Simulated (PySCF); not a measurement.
Gallium: a sound run and one with changed settings

Sound run: Ga⁺ [Ar] 3d10 4s2, Ga²⁺ [Ar] 3d10 4s1. Computed with PySCF 2.14 in aug-cc-pVDZ-DK (6s5p3d, 36 functions), with scalar relativity by spin-free X2C-1e. In the sound run the correlated levels freeze [Ar] 3d10. The sound run starts from symmetry-adapted Hartree-Fock orbitals and uses a fine grid where one is needed.

Changed run: no relativity, point nucleus. This setting is unsound on purpose.

```json
{"species": "Ga⁺", "method": "UHF", "sound run (hartree)": "-1941.88183", "changed run (hartree)": "-1913.01009", "converged": "yes"}
{"species": "Ga⁺", "method": "B3LYP", "sound run (hartree)": "-1943.57210", "changed run (hartree)": "-1914.70125", "converged": "yes"}
{"species": "Ga⁺", "method": "r2SCAN", "sound run (hartree)": "-1943.48531", "changed run (hartree)": "-1914.61371", "converged": "yes"}
{"species": "Ga⁺", "method": "MP2", "sound run (hartree)": "-1941.90545", "changed run (hartree)": "-1913.03402", "converged": "yes"}
{"species": "Ga⁺", "method": "CCSD(T)", "sound run (hartree)": "-1941.91757", "changed run (hartree)": "-1913.04671", "converged": "yes"}
{"species": "Ga²⁺", "method": "UHF", "sound run (hartree)": "-1941.19086", "changed run (hartree)": "-1912.33606", "converged": "yes"}
{"species": "Ga²⁺", "method": "B3LYP", "sound run (hartree)": "-1942.80513", "changed run (hartree)": "-1913.95315", "converged": "yes"}
{"species": "Ga²⁺", "method": "r2SCAN", "sound run (hartree)": "-1942.73026", "changed run (hartree)": "-1913.87745", "converged": "yes"}
```

Ionisation energy of Ga⁺:

```tsv
method	sound run (eV)	changed run (eV)
UHF	18.802	18.341
B3LYP	20.870	20.357
r2SCAN	20.546	20.034
MP2	19.445	18.993
SCS-MP2	19.573	19.123
CCSD	19.775	19.338
CCSD(T)	19.775	19.338
CCSDT	19.775	19.338
FCI	19.775	19.338
```

Most of the change in total energy is the relativistic energy itself. On top of that the contraction fixes the core shape for the Hamiltonian it was made with, so the changed run is not a good calculation with the other Hamiltonian either.

For comparison, NIST gives 20.515 eV between the lowest levels.
